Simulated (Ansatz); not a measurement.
Born–Oppenheimer molecular dynamics of F2GeH5P (9 atoms, charge 0, multiplicity 1). It starts at the highest image of a converged band. Of that band: Neighbouring images differ by up to 1.7 eV, so the band resolves the path poorly. A vibrational analysis at the climbing image gives one clearly imaginary mode, 842i cm⁻¹: a first-order saddle point.

Computed with Ansatz, RKS PBE0-D4/def2-SVP.

* ensemble: NVE (velocity Verlet)
* time step: 0.5 fs
* steps asked: 200
* starting velocities drawn for: 100 K
* seed: 2308

Frames 2.5 fs apart, positions in Å, forces in eV/Å.

Velocities at 65 fs (Å/ps):

```
Ge 6.20 2.00 -7.86
F 0.69 -4.78 7.02
H 6.73 15.11 -25.49
H -5.63 -2.61 -6.05
F -3.43 0.93 14.83
P -11.74 -3.20 3.76
H -0.54 9.85 27.59
H 1.41 10.88 15.60
H -36.71 -6.73 27.13
```

```xyz
9
Properties=species:S:1:pos:R:3:forces:R:3 time_fs=65 energy_less_start_eV=-1.090 T=1304
Ge -0.144 0.031 -0.092 0.77 0.62 -0.95
F 0.127 0.859 1.434 -0.48 -0.67 0.02
H 1.307 -0.392 -0.363 -0.13 -0.16 -0.07
H -0.794 1.130 -0.935 -0.02 -0.02 -0.02
F -1.072 -1.387 -0.593 0.24 0.31 0.75
P -2.875 -0.375 1.762 -0.92 0.18 0.31
H -2.457 0.649 0.875 0.03 0.04 -0.28
H -1.755 -1.196 1.587 0.40 -0.28 0.02
H -2.337 0.343 2.860 0.10 -0.02 0.22
9
Properties=species:S:1:pos:R:3:forces:R:3 time_fs=67.5 energy_less_start_eV=-1.160 T=1382
Ge -0.128 0.036 -0.112 0.61 0.84 -0.42
F 0.128 0.846 1.452 -0.48 -0.93 -0.59
H 1.320 -0.359 -0.428 -0.12 -0.17 -0.01
H -0.808 1.123 -0.950 0.01 -0.01 0.04
F -1.081 -1.384 -0.554 0.36 0.35 0.71
P -2.905 -0.383 1.772 -0.44 0.20 0.53
H -2.457 0.675 0.936 0.02 0.02 -0.22
H -1.741 -1.175 1.627 0.09 -0.06 0.11
H -2.427 0.323 2.932 -0.05 -0.23 -0.13
9
Properties=species:S:1:pos:R:3:forces:R:3 time_fs=70 energy_less_start_eV=-1.207 T=1434
Ge -0.112 0.042 -0.133 0.36 0.95 0.05
F 0.128 0.830 1.467 -0.45 -1.12 -1.12
H 1.326 -0.337 -0.494 -0.06 -0.18 0.04
H -0.823 1.115 -0.963 0.03 0.02 0.07
F -1.087 -1.380 -0.514 0.49 0.40 0.65
P -2.936 -0.390 1.783 0.18 0.19 0.49
H -2.457 0.701 0.984 -0.07 -0.17 0.00
H -1.723 -1.159 1.674 -0.37 0.20 0.17
H -2.520 0.291 2.996 -0.12 -0.29 -0.36
9
Properties=species:S:1:pos:R:3:forces:R:3 time_fs=72.5 energy_less_start_eV=-1.256 T=1488
Ge -0.095 0.049 -0.153 0.10 0.91 0.46
F 0.126 0.810 1.479 -0.38 -1.22 -1.53
H 1.329 -0.325 -0.557 0.01 -0.17 0.09
H -0.835 1.109 -0.972 0.05 0.07 0.08
F -1.093 -1.375 -0.471 0.60 0.47 0.60
P -2.966 -0.397 1.794 0.31 0.12 0.25
H -2.461 0.718 1.031 -0.14 -0.25 0.14
H -1.725 -1.132 1.730 -0.47 0.20 0.15
H -2.619 0.242 3.040 -0.07 -0.13 -0.24
9
Properties=species:S:1:pos:R:3:forces:R:3 time_fs=75 energy_less_start_eV=-1.313 T=1551
Ge -0.079 0.056 -0.173 -0.12 0.76 0.79
F 0.122 0.787 1.486 -0.31 -1.24 -1.81
H 1.332 -0.323 -0.615 0.03 -0.14 0.13
H -0.844 1.107 -0.976 0.06 0.12 0.06
F -1.097 -1.368 -0.427 0.70 0.55 0.54
P -2.997 -0.404 1.806 -0.13 -0.02 -0.02
H -2.472 0.721 1.086 -0.10 -0.10 0.12
H -1.753 -1.094 1.795 -0.11 -0.07 0.09
H -2.723 0.186 3.071 -0.02 0.14 0.10
9
Properties=species:S:1:pos:R:3:forces:R:3 time_fs=77.5 energy_less_start_eV=-1.360 T=1603
Ge -0.062 0.065 -0.192 -0.32 0.55 1.03
F 0.118 0.760 1.487 -0.22 -1.19 -1.96
H 1.337 -0.329 -0.665 0.01 -0.09 0.17
H -0.849 1.111 -0.976 0.08 0.13 0.04
F -1.098 -1.360 -0.381 0.78 0.64 0.46
P -3.027 -0.411 1.819 -0.63 -0.17 -0.03
H -2.490 0.719 1.147 0.01 0.19 0.01
H -1.787 -1.060 1.866 0.33 -0.33 0.05
H -2.827 0.138 3.107 -0.04 0.27 0.24
9
Properties=species:S:1:pos:R:3:forces:R:3 time_fs=80 energy_less_start_eV=-1.425 T=1675
Ge -0.046 0.073 -0.210 -0.52 0.32 1.19
F 0.114 0.728 1.482 -0.11 -1.08 -1.98
H 1.342 -0.340 -0.705 -0.02 -0.04 0.18
H -0.849 1.124 -0.974 0.12 0.11 0.02
F -1.097 -1.349 -0.333 0.84 0.71 0.34
P -3.059 -0.418 1.831 -0.50 -0.25 0.28
H -2.507 0.728 1.210 0.06 0.29 0.00
H -1.805 -1.044 1.940 0.23 -0.26 0.02
H -2.935 0.104 3.156 -0.10 0.19 -0.06
9
Properties=species:S:1:pos:R:3:forces:R:3 time_fs=82.5 energy_less_start_eV=-1.495 T=1752
Ge -0.030 0.082 -0.228 -0.73 0.10 1.27
F 0.108 0.694 1.471 0.00 -0.89 -1.86
H 1.346 -0.354 -0.734 -0.01 0.00 0.17
H -0.842 1.143 -0.972 0.16 0.07 -0.01
F -1.093 -1.337 -0.284 0.86 0.75 0.19
P -3.091 -0.426 1.843 0.11 -0.16 0.57
H -2.521 0.752 1.274 -0.02 0.07 0.11
H -1.811 -1.042 2.015 -0.26 0.02 -0.04
H -3.048 0.082 3.200 -0.11 0.04 -0.41
9
Properties=species:S:1:pos:R:3:forces:R:3 time_fs=85 energy_less_start_eV=-1.557 T=1821
Ge -0.015 0.091 -0.244 -0.91 -0.14 1.27
F 0.103 0.656 1.454 0.12 -0.65 -1.57
H 1.350 -0.367 -0.753 0.03 0.02 0.12
H -0.826 1.166 -0.969 0.17 0.03 -0.05
F -1.086 -1.321 -0.235 0.84 0.76 0.01
P -3.123 -0.434 1.857 0.46 0.03 0.55
H -2.537 0.780 1.344 -0.13 -0.21 0.19
H -1.831 -1.040 2.088 -0.51 0.17 -0.08
H -3.167 0.062 3.222 -0.08 -0.02 -0.45
9
Properties=species:S:1:pos:R:3:forces:R:3 time_fs=87.5 energy_less_start_eV=-1.623 T=1894
Ge 0.000 0.100 -0.260 -1.00 -0.39 1.14
F 0.098 0.617 1.432 0.23 -0.36 -1.12
H 1.356 -0.380 -0.764 0.07 0.03 0.07
H -0.799 1.191 -0.970 0.15 0.02 -0.10
F -1.077 -1.304 -0.186 0.77 0.72 -0.17
P -3.155 -0.442 1.872 0.26 0.16 0.22
H -2.560 0.796 1.425 -0.14 -0.28 0.13
H -1.879 -1.029 2.157 -0.26 0.08 -0.03
H -3.292 0.042 3.218 -0.07 0.01 -0.14
9
Properties=species:S:1:pos:R:3:forces:R:3 time_fs=90 energy_less_start_eV=-1.651 T=1925
Ge 0.014 0.108 -0.274 -0.97 -0.64 0.84
F 0.094 0.576 1.407 0.33 -0.02 -0.50
H 1.365 -0.390 -0.772 0.06 0.05 0.02
H -0.764 1.217 -0.976 0.10 0.00 -0.15
F -1.065 -1.284 -0.137 0.65 0.63 -0.36
P -3.186 -0.449 1.887 -0.28 0.15 -0.17
H -2.592 0.798 1.513 -0.03 -0.07 -0.03
H -1.941 -1.014 2.224 0.24 -0.14 0.12
H -3.421 0.023 3.206 -0.10 0.04 0.21
9
Properties=species:S:1:pos:R:3:forces:R:3 time_fs=92.5 energy_less_start_eV=-1.632 T=1903
Ge 0.027 0.116 -0.288 -0.86 -0.85 0.38
F 0.091 0.536 1.380 0.44 0.36 0.26
H 1.378 -0.397 -0.779 0.01 0.06 -0.01
H -0.723 1.244 -0.992 0.06 -0.03 -0.16
F -1.052 -1.262 -0.089 0.49 0.47 -0.58
P -3.217 -0.457 1.902 -0.53 0.06 -0.15
H -2.624 0.795 1.599 0.10 0.18 -0.15
H -1.991 -1.006 2.299 0.36 -0.20 0.22
H -3.555 0.005 3.205 -0.07 -0.05 0.18
```

Of the whole run (100 fs, mean temperature of the second half 1475 K): The conserved energy stayed within 0.018 meV per atom of its start (net change -0.00078 meV per atom), so the integration is sound. The kinetic energy rose, since the run started high on the potential surface and went downhill. It ends in pieces (F2GeH2 + H3P), so much of that is their flight and rotation, not heat. A run of 0.1 ps of so small a system gives no equilibrium averages. The orbitals stay closed-shell, which can raise the energy where a bond breaks towards radicals; this wasn't checked here.

Run time: 8.9 min on 2 threads of Arm Neoverse V2, on a shared host, peak memory 0.24 GiB.
